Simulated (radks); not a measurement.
Species: Eu4.25+. Configuration: [Kr] 4d10 4f(up 3, down 3) 5p6 5s(up 0.5, down 0.25) (fractional occupations, a model configuration).

Method: scalar-relativistic Kohn-Sham, BLYP, spin-polarised, spherical densities, finite nucleus; Fermi nuclear charge, rms radius 5.1115 fm; computed with a radial shooting solver on a logarithmic mesh with Libxc functionals.

Energy parts (hartree):
total: -10838.8113
kinetic: 11610.9636
electron-nucleus: -26305.6573
Hartree: 4096.9374
exchange-correlation: -241.0550

Orbitals (lengths in bohr, moments of r in powers of bohr; r(max) is where P^2 peaks):
\begin{tabular}{lrrrrrr}
orbital & occ. & eigenvalue (hartree) & <r> & <r^4> & <1/r> & r(max) \\ \hline
1s up & 1 & -1779.454 & 0.02232 & 1.225e-06 & 70.22 & 0.01420 \\
1s down & 1 & -1779.453 & 0.02232 & 1.225e-06 & 70.22 & 0.01420 \\
2s up & 1 & -293.8412 & 0.09512 & 0.0001961 & 16.27 & 0.08056 \\
2s down & 1 & -293.8406 & 0.09512 & 0.0001961 & 16.27 & 0.08056 \\
2p up & 3 & -262.0496 & 0.08389 & 0.0001459 & 15.23 & 0.06512 \\
2p down & 3 & -262.0490 & 0.08389 & 0.0001459 & 15.23 & 0.06512 \\
3s up & 1 & -66.17205 & 0.2496 & 0.007645 & 5.963 & 0.2289 \\
3s down & 1 & -66.17128 & 0.2496 & 0.007645 & 5.963 & 0.2289 \\
3p up & 3 & -56.27675 & 0.2480 & 0.008003 & 5.614 & 0.2244 \\
3p down & 3 & -56.27596 & 0.2480 & 0.008003 & 5.614 & 0.2244 \\
3d up & 5 & -43.03653 & 0.2259 & 0.006421 & 5.328 & 0.1838 \\
3d down & 5 & -43.03577 & 0.2259 & 0.006421 & 5.328 & 0.1838 \\
4s up & 1 & -14.67250 & 0.5654 & 0.1891 & 2.510 & 0.5270 \\
4s down & 1 & -14.67102 & 0.5654 & 0.1890 & 2.510 & 0.5270 \\
4p up & 3 & -11.41229 & 0.5983 & 0.2475 & 2.310 & 0.5499 \\
4p down & 3 & -11.41066 & 0.5982 & 0.2473 & 2.310 & 0.5499 \\
4d up & 5 & -6.86655 & 0.6510 & 0.3912 & 2.034 & 0.5721 \\
4d down & 5 & -6.86432 & 0.6508 & 0.3906 & 2.034 & 0.5721 \\
4f up & 3 & -1.95148 & 0.8470 & 1.909 & 1.514 & 0.5833 \\
4f down & 3 & -1.94728 & 0.8461 & 1.903 & 1.516 & 0.5831 \\
5s up & 0.5 & -3.36718 & 1.323 & 5.528 & 1.004 & 1.208 \\
5s down & 0.25 & -3.35814 & 1.323 & 5.542 & 1.003 & 1.208 \\
5p up & 3 & -2.52541 & 1.502 & 9.477 & 0.8709 & 1.350 \\
5p down & 3 & -2.51718 & 1.504 & 9.526 & 0.8700 & 1.350 \\
\end{tabular}

The highest occupied level is 4f down at -52.988 eV. Spin moment in Bohr magnetons: 0.25. The electron density at the nucleus is 6.056e+05 e/bohr^3 (large components only). The density falls to 0.001 e/bohr^3 at r = 3.14 bohr. The spin density at the nucleus is 75.12 e/bohr^3 (1s 0.24, 2s 0.08, 3s 0.03, 4s 0.01, 5s 74.74).
